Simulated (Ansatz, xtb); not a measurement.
## Isomers of C4H4BBr in order of energy

3 gas-phase structures of C4H4BBr, from a drawn sample of its isomers (lower ones may exist). Each was relaxed with GFN2-xTB:

A. `BrB1C=CC=C1`, a singlet
B. `BrC1=CC=CB1`, a singlet
C. `BrC1=CBC=C1`, a singlet

Task: Estimate their order in r2SCAN-D4/def2-SVP energy at these geometries, lowest first.

Result: Calculated order at r2SCAN-D4/def2-SVP: A (0.0), C (138.9), B (152.6) kJ/mol.

Energies above the lowest of each column, in kJ/mol; the last columns are at B3LYP-D3(BJ)/def2-SVP geometries and were run for some of them only (a dash: not run or not comparable):

| structure | GFN2-xTB | HF/STO-3G | r2SCAN-D4/def2-SVP | B3LYP-D3(BJ)/def2-SVP | CCSD(T)/def2-SVP + ΔMP2/def2-TZVPP |
| --- | --- | --- | --- | --- | --- |
| A | 0.0 | 0.0 | 0.0 | 0.0 | 0.0 |
| C | 95.0 | 124.7 | 138.9 | 136.9 | 134.4 |
| B | 101.5 | 131.8 | 152.6 | – | – |

Every level run on A puts it lowest or level with the lowest. Frequencies (GFN2-xTB) were run for A, C alone. ΔMP2 is the change of the MP2 energy from the smaller to the larger basis.

Programs: Ansatz 0.2.0, xtb 6.7.1.
